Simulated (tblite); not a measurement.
C₆H₁₂OSSi.
Bonds: C1–C2 (double), C2–Si3, Si3–S4, S4–C5, C5–C6, C5–C7, C5–C8, C8–O9 (double). Hydrogens: H10, H11 on C1; H12 on C2; H13, H14 on Si3; H15, H16, H17 on C6; H18, H19, H20 on C7; H21 on C8.

Computed with GFN2-xTB (tblite), gas phase: L-BFGS steps from a force-field or distance-geometry start until the largest atomic force falls under 0.01 eV/Å.

The end geometry, which sets the zero of energy:
```
atom  x, y, z in Å
C1      3.0432    1.4350    0.7190
C2      2.3921    0.4853    1.3731
Si3     1.7065   -1.0789    0.5953
S4     -0.4004   -1.2416    1.1081
C5     -1.3394   -0.2376   -0.1538
C6     -1.3323   -0.9280   -1.5053
C7     -2.7460   -0.0461    0.3935
C8     -0.5392    1.0262   -0.1243
O9      0.2968    1.3396   -0.9308
H10     3.2327    1.3668   -0.3389
H11     3.4073    2.3263    1.2071
H12     2.2207    0.6141    2.4376
H13     1.8496   -1.1299   -0.8508
H14     2.2175   -2.2774    1.2492
H15    -0.3253   -0.9577   -1.9136
H16    -1.9653   -0.3771   -2.1994
H17    -1.7102   -1.9431   -1.4111
H18    -2.7150    0.4436    1.3642
H19    -3.3336    0.5613   -0.2927
H20    -3.2302   -1.0119    0.5140
H21    -0.7383    1.6480    0.7694
```

Task: These geometries come from the run, each turned onto the end geometry. Order them by energy, lowest first.
A.
```
atom  x, y, z in Å
C1      2.8245    1.4682    0.8006
C2      2.5257    0.3415    1.4317
Si3     1.7436   -1.1545    0.6144
S4     -0.3573   -1.1481    1.1538
C5     -1.2795   -0.1973   -0.1621
C6     -1.2829   -0.9735   -1.4617
C7     -2.6867    0.0165    0.3724
C8     -0.5670    1.1146   -0.2697
O9      0.0367    1.4941   -1.2358
H10     2.6456    1.5882   -0.2566
H11     3.2345    2.3208    1.3199
H12     2.7123    0.2750    2.5012
H13     1.8418   -1.2041   -0.8362
H14     2.2006   -2.3924    1.2270
H15    -0.2703   -1.0728   -1.8401
H16    -1.8641   -0.4315   -2.2025
H17    -1.7196   -1.9566   -1.3059
H18    -2.6588    0.5447    1.3207
H19    -3.2652    0.6050   -0.3342
H20    -3.1745   -0.9426    0.5206
H21    -0.6485    1.7217    0.6523
```
B.
```
atom  x, y, z in Å
C1      2.8514    1.4996    0.7836
C2      2.5090    0.3901    1.4223
Si3     1.7058   -1.1032    0.6119
S4     -0.3998   -1.1839    1.1435
C5     -1.3122   -0.2224   -0.1671
C6     -1.3177   -0.9793   -1.4825
C7     -2.7195    0.0183    0.3612
C8     -0.4963    1.0316   -0.2054
O9      0.2926    1.3218   -1.0665
H10     2.6693    1.6253   -0.2712
H11     3.3102    2.3379    1.2865
H12     2.6999    0.3223    2.4894
H13     1.8171   -1.0970   -0.8377
H14     2.1753   -2.3464    1.2103
H15    -0.3094   -1.0665   -1.8787
H16    -1.9246   -0.4429   -2.2103
H17    -1.7311   -1.9745   -1.3388
H18    -2.6910    0.5555    1.3066
H19    -3.2934    0.5968   -0.3613
H20    -3.2144   -0.9357    0.5255
H21    -0.6299    1.6698    0.6887
```
C.
```
atom  x, y, z in Å
C1      2.9036    1.4972    0.7864
C2      2.4865    0.4061    1.4126
Si3     1.7149   -1.0935    0.5878
S4     -0.3891   -1.1770    1.1357
C5     -1.3223   -0.2236   -0.1713
C6     -1.3344   -0.9845   -1.4839
C7     -2.7230    0.0118    0.3729
C8     -0.5054    1.0288   -0.2057
O9      0.3287    1.2948   -1.0312
H10     2.8265    1.6035   -0.2831
H11     3.3233    2.3393    1.3172
H12     2.5768    0.3638    2.4939
H13     1.8332   -1.1077   -0.8609
H14     2.1897   -2.3339    1.1887
H15    -0.3302   -1.0591   -1.8936
H16    -1.9611   -0.4582   -2.2023
H17    -1.7316   -1.9853   -1.3321
H18    -2.6788    0.5254    1.3304
H19    -3.2975    0.6151   -0.3274
H20    -3.2264   -0.9408    0.5170
H21    -0.6921    1.6947    0.6588
```
D.
```
atom  x, y, z in Å
C1      2.8392    1.4879    0.7814
C2      2.5197    0.3682    1.4134
Si3     1.7113   -1.1291    0.6243
S4     -0.3935   -1.1412    1.1557
C5     -1.3059   -0.2098   -0.1757
C6     -1.3004   -0.9794   -1.4830
C7     -2.7121    0.0173    0.3668
C8     -0.5187    1.0605   -0.2331
O9      0.2034    1.3971   -1.1332
H10     2.6665    1.6293   -0.2726
H11     3.2681    2.3285    1.3039
H12     2.7141    0.3068    2.4783
H13     1.8360   -1.1076   -0.8226
H14     2.1413   -2.3848    1.2266
H15    -0.2887   -1.0741   -1.8702
H16    -1.8941   -0.4466   -2.2243
H17    -1.7207   -1.9698   -1.3285
H18    -2.6660    0.5443    1.3177
H19    -3.3059    0.6011   -0.3358
H20    -3.1917   -0.9448    0.5312
H21    -0.6107    1.6632    0.6895
```
E.
```
atom  x, y, z in Å
C1      2.8096    1.4481    0.7881
C2      2.4786    0.3129    1.4027
Si3     1.7429   -1.1865    0.6623
S4     -0.3551   -1.1587    1.1699
C5     -1.2372   -0.2100   -0.1110
C6     -1.2734   -0.9749   -1.4466
C7     -2.6723    0.0116    0.3720
C8     -0.5886    1.1709   -0.2675
O9     -0.0163    1.5534   -1.2848
H10     2.6251    1.6049   -0.2702
H11     3.2454    2.2738    1.3356
H12     2.6750    0.2040    2.4765
H13     1.8782   -1.1993   -0.8034
H14     2.3475   -2.3992    1.2441
H15    -0.2745   -1.0984   -1.8737
H16    -1.8587   -0.4257   -2.1790
H17    -1.7254   -1.9602   -1.3270
H18    -2.7041    0.5525    1.3248
H19    -3.2456    0.6065   -0.3410
H20    -3.2006   -0.9384    0.5187
H21    -0.6594    1.8296    0.6193
```

Result: C (0.005 eV), B (0.009 eV), D (0.020 eV), A (0.047 eV), E (0.237 eV).

In the order of the answer:

```csv
step,E above end (eV),largest force (eV/Å),rms force component (eV/Å),rms distance from end (Å),rms bond change (Å),bond most changed (Å)
66,0.005,0.04,0.009,0.167,0.001,S4–C5 +0.002
36,0.009,0.04,0.014,0.209,0.001,C2–Si3 +0.003
25,0.020,0.07,0.026,0.222,0.001,Si3–S4 -0.004
12,0.047,0.14,0.049,0.247,0.002,Si3–S4 -0.005
0,0.237,2.22,0.500,0.268,0.020,C2–Si3 -0.050
```

What follows is the cost of the whole relaxation. Hardware: one thread of an Arm Neoverse N1, no GPU, shared host. Cost: 2.2 s of wall time.
